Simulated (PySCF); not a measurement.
C$_{4}$H$_{11}$AlO$_{2}$, singlet, at a GFN2-xTB geometry (such geometries of metal compounds can be far from the true shape); CASSCF(4,3)/STO-3G run with PySCF.

Input for PySCF:
```python
from pyscf import gto, scf, mcscf
import numpy

mol = gto.M(
    atom='''
Al   -0.48862147    0.99291741    0.43921078
H    -0.91489775    1.42517744    1.80730811
O    -0.37144765    2.21969851   -0.65630922
C    -0.28223560    3.28531501   -1.55554001
H     0.50753377    3.97272353   -1.24162089
H    -0.05322012    2.91859542   -2.55914003
H    -1.23075754    3.82757293   -1.58532823
O    -0.23249356   -0.61846625    0.23824110
C     0.06382458   -1.98380892    0.20180123
C     0.20778701   -2.51999399    1.62451851
C     1.33928678   -2.21867697   -0.60530029
H    -0.77382058   -2.49902759   -0.29224394
H     1.03275328   -2.01544460    2.12245162
H     0.39775864   -3.59004477    1.60932423
H    -0.70387384   -2.32615307    2.18414975
H     1.21826112   -1.82155364   -1.61026954
H     2.17158898   -1.70538626   -0.12792593
H     1.56030626   -3.28125485   -0.66477670
''',
    basis='sto-3g',
    verbose=4,
)

mf = scf.RHF(mol)
mf.kernel()
mc = mcscf.CASSCF(mf, 3, 4)
mc.fix_spin_(ss=0.0)
mc.kernel()
occ = numpy.linalg.eigvalsh(mc.fcisolver.make_rdm1(mc.ci, mc.ncas, mc.nelecas))[::-1]
ss = mc.fcisolver.spin_square(mc.ci, mc.ncas, mc.nelecas)[0]
print('natural occupations', occ.round(4), ' <S^2>', round(ss, 4))
```

Task: Write the output that PySCF gives for this input, abridged.

Result: 
```
PySCF version 2.14.0

[INPUT] verbose = 4
[INPUT] num. atoms = 18
[INPUT] num. electrons = 64
[INPUT] charge = 0
[INPUT] spin (= nelec alpha-beta = 2S) = 0
[INPUT] symmetry False subgroup None
[INPUT] Mole.unit = angstrom
[INPUT] Symbol           X                Y                Z      unit          X                Y                Z       unit  Magmom
[INPUT]  1 Al    -0.488621470000   0.992917410000   0.439210780000 AA   -0.923360756882   1.876341969212   0.829988085157 Bohr   0.0
[INPUT]  2 H     -0.914897750000   1.425177440000   1.807308110000 AA   -1.728906179481   2.693195040509   3.415317350605 Bohr   0.0
[INPUT]  3 O     -0.371447650000   2.219698510000  -0.656309220000 AA   -0.701934328113   4.194622263005  -1.240244678827 Bohr   0.0
[INPUT]  4 C     -0.282235600000   3.285315010000  -1.555540010000 AA   -0.533347986602   6.208345601823  -2.939544594703 Bohr   0.0
[INPUT]  5 H      0.507533770000   3.972723530000  -1.241620890000 AA    0.959099824268   7.507359440315  -2.346323432639 Bohr   0.0
[INPUT]  6 H     -0.053220120000   2.918595420000  -2.559140030000 AA   -0.100571451116   5.515346012210  -4.836073771111 Bohr   0.0
[INPUT]  7 H     -1.230757540000   3.827572930000  -1.585328230000 AA   -2.325794676343   7.233064559499  -2.995836172241 Bohr   0.0
[INPUT]  8 O     -0.232493560000  -0.618466250000   0.238241100000 AA   -0.439349154125  -1.168731829787   0.450210430615 Bohr   0.0
[INPUT]  9 C      0.063824580000  -1.983808920000   0.201801230000 AA    0.120610976215  -3.748855542269   0.381349056300 Bohr   0.0
[INPUT] 10 C      0.207787010000  -2.519993990000   1.624518510000 AA    0.392660541142  -4.762098476650   3.069895068187 Bohr   0.0
[INPUT] 11 C      1.339286780000  -2.218676970000  -0.605300290000 AA    2.530885216451  -4.192691832180  -1.143851771220 Bohr   0.0
[INPUT] 12 H     -0.773820580000  -2.499027590000  -0.292243940000 AA   -1.462308965752  -4.722477722832  -0.552261008164 Bohr   0.0
[INPUT] 13 H      1.032753280000  -2.015444600000   2.122451620000 AA    1.951620853446  -3.808638313234   4.010852274439 Bohr   0.0
[INPUT] 14 H      0.397758640000  -3.590044770000   1.609324230000 AA    0.751654893279  -6.784201390227   3.041182040327 Bohr   0.0
[INPUT] 15 H     -0.703873840000  -2.326153070000   2.184149750000 AA   -1.330128783846  -4.395792226116   4.127444842537 Bohr   0.0
[INPUT] 16 H      1.218261120000  -1.821553640000  -1.610269540000 AA    2.302179865006  -3.442237500805  -3.042968417329 Bohr   0.0
[INPUT] 17 H      2.171588980000  -1.705386260000  -0.127925930000 AA    4.103708427324  -3.222712967996  -0.241744971930 Bohr   0.0
[INPUT] 18 H      1.560306260000  -3.281254850000  -0.664776700000 AA    2.948551501844  -6.200673011401  -1.256245896992 Bohr   0.0

nuclear repulsion = 366.352255399952
number of shells = 34
number of NR pGTOs = 150
number of NR cGTOs = 50
basis = sto-3g
ecp = {}

******** <class 'pyscf.scf.hf.RHF'> ********
method = RHF
initial guess = minao
damping factor = 0
level_shift factor = 0
DIIS = <class 'pyscf.scf.diis.CDIIS'>
diis_start_cycle = 1
diis_space = 8
diis_damp = 0
SCF conv_tol = 1e-09
SCF conv_tol_grad = None
SCF max_cycles = 50
direct_scf = True
direct_scf_tol = 1e-13
Set gradient conv threshold to 3.16228e-05
Initial guess from minao.
init E= -543.563859796457
  HOMO = -0.346645132782732  LUMO = 0.0954280777566229  gap/eV = 12.02942
cycle= 1 E= -542.604047606078  delta_E= 0.96  |g|= 0.691  |ddm|= 4.93
  HOMO = -0.119440124096084  LUMO = 0.429792283509648  gap/eV = 14.94538
cycle= 2 E= -542.767794769315  delta_E= -0.164  |g|= 0.192  |ddm|=  1.2
  HOMO = -0.264185969913228  LUMO = 0.393304519648752  gap/eV = 17.89123
cycle= 3 E= -542.780149224622  delta_E= -0.0124  |g|= 0.0357  |ddm|= 0.289
  HOMO = -0.266925158126661  LUMO = 0.386222247447929  gap/eV = 17.77305
cycle= 4 E= -542.780834056097  delta_E= -0.000685  |g|= 0.00402  |ddm|= 0.0811
  HOMO = -0.266197183065956  LUMO = 0.386673931712913  gap/eV = 17.76553
cycle= 5 E= -542.780842767635  delta_E= -8.71e-06  |g|= 0.00116  |ddm|= 0.00817
  HOMO = -0.266348194428817  LUMO = 0.386520090639168  gap/eV = 17.76545
cycle= 6 E= -542.780843496831  delta_E= -7.29e-07  |g|= 0.000185  |ddm|= 0.00261
  HOMO = -0.266448189331241  LUMO = 0.386440419171024  gap/eV = 17.76600
cycle= 7 E= -542.780843514148  delta_E= -1.73e-08  |g|= 3.79e-05  |ddm|= 0.000387
  HOMO = -0.266454238048014  LUMO = 0.38643496472122  gap/eV = 17.76602
cycle= 8 E= -542.780843515029  delta_E= -8.82e-10  |g|= 7.94e-06  |ddm|= 9.12e-05
  HOMO = -0.266452831496614  LUMO = 0.386435684912018  gap/eV = 17.76600
Extra cycle  E= -542.780843515074  delta_E= -4.45e-11  |g|= 3.26e-06  |ddm|= 1.68e-05
converged SCF energy = -542.780843515074

******** <class 'pyscf.mcscf.mc1step.CASSCF'> ********
CAS (2e+2e, 3o), ncore = 30, nvir = 17
max_cycle_macro = 50
max_cycle_micro = 4
conv_tol = 1e-07
conv_tol_grad = None
orbital rotation max_stepsize = 0.02
orbital rotation threshold for CI restart = 0.01
augmented hessian ah_max_cycle = 30
augmented hessian ah_conv_tol = 1e-12
augmented hessian ah_linear dependence = 1e-14
augmented hessian ah_level shift = 1e-08
augmented hessian ah_start_tol = 2.5
augmented hessian ah_start_cycle = 3
augmented hessian ah_grad_trust_region = 3
kf_trust_region = 3
kf_interval = 4
ci_response_space = 4
ci_grad_trust_region = 3
with_dep4 0
natorb = False
canonicalization = True
sorting_mo_energy = False
ao2mo_level = 2
internal_rotation = False
******** <class 'pyscf.fci.addons.SpinPenaltyFCISolver'> ********
max. cycles = 50
conv_tol = 1e-08
davidson only = True
linear dependence = 1e-12
level shift = 0.001
max iter space = 12
nroots = 1
pspace_size = 400
spin = None
CASCI E = -542.782042695506  S^2 = 0.0000000
Set conv_tol_grad to 0.000316228
macro iter   1 ( 17 JK    4 micro), CASSCF E = -542.782731789699  dE = -6.89094194e-04  S^2 = 0.0000000
               |grad[o]|=0.0065  |grad[c]|=0.00762  |ddm|=0.0276  |maxRot[o]|=0.145
macro iter   2 ( 17 JK    4 micro), CASSCF E = -542.782913187256  dE = -1.81397557e-04  S^2 = 0.0000000
               |grad[o]|=0.00482  |grad[c]|=0.00971  |ddm|=0.00845  |maxRot[o]|=0.181
macro iter   3 ( 21 JK    4 micro), CASSCF E = -542.782959868503  dE = -4.66812477e-05  S^2 = 0.0000000
               |grad[o]|=0.00389  |grad[c]|=0.00131  |ddm|=0.00281  |maxRot[o]|=0.0838
macro iter   4 ( 17 JK    4 micro), CASSCF E = -542.783020315163  dE = -6.04466600e-05  S^2 = 0.0000000
               |grad[o]|=0.00277  |grad[c]|=0.00843  |ddm|=0.00165  |maxRot[o]|=0.0779
macro iter   5 ( 17 JK    4 micro), CASSCF E = -542.782992703893  dE =  2.76112698e-05  S^2 = 0.0000000
               |grad[o]|=0.00263  |grad[c]|=0.012  |ddm|=0.0166  |maxRot[o]|=0.0905
macro iter   6 ( 21 JK    4 micro), CASSCF E = -542.783092794207  dE = -1.00090314e-04  S^2 = 0.0000000
               |grad[o]|=0.00233  |grad[c]|=0.000463  |ddm|=0.00215  |maxRot[o]|=0.0743
macro iter   7 ( 12 JK    3 micro), CASSCF E = -542.783288038802  dE = -1.95244594e-04  S^2 = 0.0000000
               |grad[o]|=0.0026  |grad[c]|=0.00229  |ddm|=0.00314  |maxRot[o]|=0.082
macro iter   8 ( 21 JK    4 micro), CASSCF E = -542.783666961464  dE = -3.78922662e-04  S^2 = 0.0000000
               |grad[o]|=0.0034  |grad[c]|=0.0057  |ddm|=0.0101  |maxRot[o]|=0.132
macro iter   9 ( 21 JK    4 micro), CASSCF E = -542.784056833270  dE = -3.89871806e-04  S^2 = 0.0000000
               |grad[o]|=0.00469  |grad[c]|=0.00333  |ddm|=0.0105  |maxRot[o]|=0.158
macro iter  10 ( 21 JK    4 micro), CASSCF E = -542.784539359428  dE = -4.82526158e-04  S^2 = 0.0000000
               |grad[o]|=0.0059  |grad[c]|=0.00621  |ddm|=0.00262  |maxRot[o]|=0.0989
macro iter  11 ( 21 JK    4 micro), CASSCF E = -542.784964097380  dE = -4.24737952e-04  S^2 = 0.0000000
               |grad[o]|=0.0055  |grad[c]|=0.00445  |ddm|=0.00315  |maxRot[o]|=0.0826
macro iter  12 ( 12 JK    3 micro), CASSCF E = -542.785634746626  dE = -6.70649245e-04  S^2 = 0.0000000
               |grad[o]|=0.00475  |grad[c]|=0.0195  |ddm|=0.0112  |maxRot[o]|= 0.11
macro iter  13 ( 12 JK    3 micro), CASSCF E = -542.786412492440  dE = -7.77745814e-04  S^2 = 0.0000000
               |grad[o]|=0.00472  |grad[c]|=0.021  |ddm|=0.0131  |maxRot[o]|=0.114
macro iter  14 ( 12 JK    3 micro), CASSCF E = -542.787354428133  dE = -9.41935693e-04  S^2 = 0.0000000
               |grad[o]|=0.00451  |grad[c]|=0.024  |ddm|=0.0189  |maxRot[o]|=0.138
macro iter  15 ( 12 JK    3 micro), CASSCF E = -542.788717712553  dE = -1.36328442e-03  S^2 = 0.0000000
               |grad[o]|=0.00466  |grad[c]|=0.00795  |ddm|=0.0266  |maxRot[o]|=0.134
macro iter  16 ( 21 JK    4 micro), CASSCF E = -542.791672969408  dE = -2.95525686e-03  S^2 = 0.0000000
               |grad[o]|=0.00498  |grad[c]|=0.0249  |ddm|=0.0387  |maxRot[o]|=0.237
macro iter  17 ( 17 JK    4 micro), CASSCF E = -542.795655661784  dE = -3.98269238e-03  S^2 = 0.0000000
               |grad[o]|=0.00739  |grad[c]|=0.0294  |ddm|=0.0237  |maxRot[o]|=0.173
macro iter  18 ( 21 JK    4 micro), CASSCF E = -542.797315399017  dE = -1.65973723e-03  S^2 = 0.0000000
               |grad[o]|=0.00732  |grad[c]|=0.00584  |ddm|=0.00487  |maxRot[o]|=0.108
macro iter  19 ( 21 JK    4 micro), CASSCF E = -542.797560499279  dE = -2.45100262e-04  S^2 = 0.0000000
               |grad[o]|=0.00439  |grad[c]|=0.00317  |ddm|=0.00105  |maxRot[o]|=0.0565
macro iter  20 (  7 JK    2 micro), CASSCF E = -542.797704317666  dE = -1.43818387e-04  S^2 = 0.0000000
               |grad[o]|=0.00302  |grad[c]|=0.00166  |ddm|=0.000357  |maxRot[o]|=0.0699
macro iter  21 (  7 JK    2 micro), CASSCF E = -542.797819328638  dE = -1.15010972e-04  S^2 = 0.0000000
               |grad[o]|=0.00242  |grad[c]|=0.000424  |ddm|=0.000341  |maxRot[o]|=0.0699
macro iter  22 (  7 JK    2 micro), CASSCF E = -542.797905698266  dE = -8.63696282e-05  S^2 = 0.0000000
               |grad[o]|=0.00188  |grad[c]|=0.0007  |ddm|=0.000408  |maxRot[o]|=0.0699
macro iter  23 (  7 JK    2 micro), CASSCF E = -542.797964646764  dE = -5.89484978e-05  S^2 = 0.0000000
               |grad[o]|=0.00138  |grad[c]|=0.00157  |ddm|=0.000358  |maxRot[o]|=0.0699
macro iter  24 (  7 JK    2 micro), CASSCF E = -542.797997996185  dE = -3.33494207e-05  S^2 = 0.0000000
               |grad[o]|=0.000914  |grad[c]|=0.00221  |ddm|=0.000272  |maxRot[o]|=0.0699
macro iter  25 ( 10 JK    3 micro), CASSCF E = -542.797991010673  dE =  6.98551196e-06  S^2 = 0.0000000
               |grad[o]|=0.000453  |grad[c]|=0.00413  |ddm|=0.000333  |maxRot[o]|=0.0612
macro iter  26 ( 12 JK    3 micro), CASSCF E = -542.797997942892  dE = -6.93221898e-06  S^2 = 0.0000000
               |grad[o]|=0.000307  |grad[c]|=0.00287  |ddm|=3.97e-05  |maxRot[o]|=0.0376
macro iter  27 (  7 JK    2 micro), CASSCF E = -542.798005543060  dE = -7.60016826e-06  S^2 = 0.0000000
               |grad[o]|=0.000237  |grad[c]|=0.00096  |ddm|=4.33e-05  |maxRot[o]|=0.0383
macro iter  28 (  3 JK    1 micro), CASSCF E = -542.798006555337  dE = -1.01227727e-06  S^2 = 0.0000000
               |grad[o]|=9.38e-05  |grad[c]|=0.000193  |ddm|=2.34e-05  |maxRot[o]|=0.0148
macro iter  29 (  1 JK    1 micro), CASSCF E = -542.798006555350  dE = -1.23918653e-11  S^2 = 0.0000000
               |grad[o]|=2.83e-05  |grad[c]|=4.35e-06  |ddm|=1.68e-06  |maxRot[o]|=    0
1-step CASSCF converged in  29 macro (402 JK  91 micro) steps
CASSCF canonicalization
Density matrix diagonal elements [1.99897356 1.98206842 0.01895802]
CASSCF energy = -542.798006555350
CASCI E = -542.798006555350  E(CI) = -5.66524150527607  S^2 = 0.0000000
natural occupations [1.999  1.9822 0.0188]  <S^2> 0.0
```
